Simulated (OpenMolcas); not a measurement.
## Se I: effect of the basis set

* Program: OpenMolcas
* Method: CASSCF
* Active space: 6 electrons in 8 orbitals (4s 4p 5s 5p)
* State averaging: 2S+1 = 3 even, 3 roots; 2S+1 = 1 even, 6 roots
* Spin-orbit coupling: state interaction with AMFI integrals over the reference wave functions, term energies averaged over their components

A. ANO-RCC-VTZP [6s5p3d1f], DKH2, point nucleus; cost of the order of 23 core-seconds
B. ANO-RCC-VQZP [7s6p4d2f1g], DKH2, point nucleus; cost of the order of 24 core-seconds
C. ANO-RCC [9s8p6d4f2g], DKH2, point nucleus; cost about 24 core-seconds

Energies in cm⁻¹ above 4s² 4p⁴ ³P₂, the measured ground level; measured values from NIST Handbook of Basic Atomic Spectroscopic Data.

```csv
Level,A,B,C,Measured
4s² 4p⁴ ³P₂,0.0,0.0,0.0,0.0
4s² 4p⁴ ³P₁,1744,1767,1761,1989
4s² 4p⁴ ³P₀,2253,2278,2271,2534
4s² 4p⁴ ¹D₂,11529,11523,11517,9576
4s² 4p⁴ ¹S₀,20910,20888,20873,22446
```

Deviations, from unrounded energies. A percentage is the sum of absolute deviations over the sum of measured energies, with the sign that they share, or ± where signs differ.

```csv
Against measurement,Levels,A,B,C
mean absolute deviation (cm-1),4,1000,1000,1000
fine structure of the ground term (%),2,-11.6,-10.6,-10.9
other terms of the ground configuration (%),2,±10.9,±10.9,±11.0
```

A, B, C lie about equally close to measurement. The largest miss of B in the table is 4s² 4p⁴ ¹D₂, by +1900 cm-1. The ranking rests on the paired levels alone, and a cruder setting can come out closer through cancelling errors.

Among A to C the level of the table that moves most is 4s² 4p⁴ ¹S₀, by 37 cm-1 (lowest in C, highest in A).

Without dynamic correlation excited terms often stand tens of per cent too high (terms of higher spin than the ground term too low), and those without a measured partner can miss by more than the paired ones. Active for correlation alone: 5p 5s; no level in the range computed is led by a configuration that fills them, so any true level of that kind is missing. Computed and measured levels are paired by configuration, term and J; levels that our copy of the source lacks, or whose pairing is in doubt (as where it misses far off the trend of its configuration), stay unpaired and out of the deviations. Levels of configurations outside the active space are missing.
